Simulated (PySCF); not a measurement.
Species: `CC(C)=C(C)C[C@H](C)F`. The columns A, B, C and D hold Mulliken, IAO, Hirshfeld and ESP-fitted charges (e) of one PBE0/pcSseg-1 density (PySCF), in a shuffled order. Coordinates in Å (GFN2-xTB); the density's dipole moment is (0.71, 0.06, 1.61) D.

| atom | x | y | z | A | B | C | D |
| --- | --- | --- | --- | --- | --- | --- | --- |
| C1 | 1.495 | 0.696 | 1.436 | -0.424 | -0.659 | -0.164 | -0.120 |
| C2 | 1.470 | 0.056 | 0.075 | -0.004 | +0.313 | -0.383 | -0.001 |
| C3 | 2.787 | 0.125 | -0.650 | -0.427 | -0.610 | -0.175 | -0.120 |
| C4 | 0.397 | -0.531 | -0.454 | -0.014 | +0.085 | -0.324 | -0.006 |
| C5 | 0.386 | -1.109 | -1.842 | -0.429 | -0.587 | -0.160 | -0.124 |
| C6 | -0.911 | -0.669 | 0.287 | -0.281 | -0.541 | -0.161 | -0.081 |
| C7 | -1.857 | 0.512 | 0.039 | +0.196 | +0.590 | +0.128 | +0.071 |
| C8 | -3.037 | 0.529 | 1.000 | -0.438 | -0.542 | -0.244 | -0.127 |
| F9 | -2.354 | 0.429 | -1.253 | -0.340 | -0.308 | -0.343 | -0.113 |
| H10 | 2.114 | 1.591 | 1.406 | +0.145 | +0.186 | +0.120 | +0.043 |
| H11 | 1.936 | 0.013 | 2.165 | +0.147 | +0.171 | +0.131 | +0.042 |
| H12 | 0.507 | 0.980 | 1.784 | +0.135 | +0.171 | +0.114 | +0.038 |
| H13 | 2.963 | -0.766 | -1.246 | +0.146 | +0.160 | +0.125 | +0.042 |
| H14 | 3.600 | 0.225 | 0.065 | +0.141 | +0.176 | +0.112 | +0.042 |
| H15 | 2.815 | 0.991 | -1.312 | +0.148 | +0.160 | +0.132 | +0.043 |
| H16 | -0.618 | -1.058 | -2.255 | +0.155 | +0.187 | +0.129 | +0.036 |
| H17 | 0.690 | -2.157 | -1.822 | +0.143 | +0.161 | +0.126 | +0.040 |
| H18 | 1.056 | -0.571 | -2.506 | +0.143 | +0.161 | +0.120 | +0.041 |
| H19 | -0.743 | -0.753 | 1.361 | +0.140 | +0.146 | +0.129 | +0.042 |
| H20 | -1.418 | -1.577 | -0.046 | +0.144 | +0.192 | +0.128 | +0.042 |
| H21 | -1.309 | 1.463 | 0.075 | +0.132 | -0.022 | +0.106 | +0.035 |
| H22 | -3.553 | -0.428 | 0.974 | +0.145 | +0.140 | +0.116 | +0.043 |
| H23 | -2.689 | 0.719 | 2.012 | +0.145 | +0.134 | +0.112 | +0.047 |
| H24 | -3.738 | 1.310 | 0.713 | +0.153 | +0.139 | +0.127 | +0.045 |

Question: Which column most likely holds the ESP-fitted charges?

Answer: B. Σ q r misses the density's dipole by 0.04 D (B), 0.66 D (D), 1.08 D (A), 1.10 D (C). Charges fitted to the outside potential are the only set here that is tied to the molecule's multipoles.

Question: And the Hirshfeld charges?

Answer: D. The mean sizes are 0.058 e (D), 0.163 e (C), 0.196 e (A), 0.272 e (B), and Hirshfeld charges are commonly the smallest of these schemes.

As computed, A = IAO, B = ESP-fitted, C = Mulliken, D = Hirshfeld. Hydrogens on carbon: IAO +0.13 to +0.15, ESP-fitted -0.02 to +0.19, Mulliken +0.11 to +0.13, Hirshfeld +0.04 to +0.05 e.

The IAO scheme projects the occupied orbitals on a minimal set of polarised atomic orbitals and counts the electrons in each atom's part of it. The Mulliken scheme gives each basis function's population to the atom it is centred on and halves the overlap population of two atoms between them.

Isolated species at its GFN2-xTB geometry (one conformer only). GFN2-xTB frequencies show an imaginary mode (30i cm⁻¹), so this geometry is no minimum at that level.

These values come from a run that also computed NMR shieldings. The run took about 2.2 min of CPU time (one thread, shared machine).

Conformer computed: `[CH3:1][C:2]([CH3:3])=[C:4]([CH3:5])[CH2:6][C@H:7]([CH3:8])[F:9]`: C2–C4–C6–C7 91°, C4–C6–C7–C8 -168°.
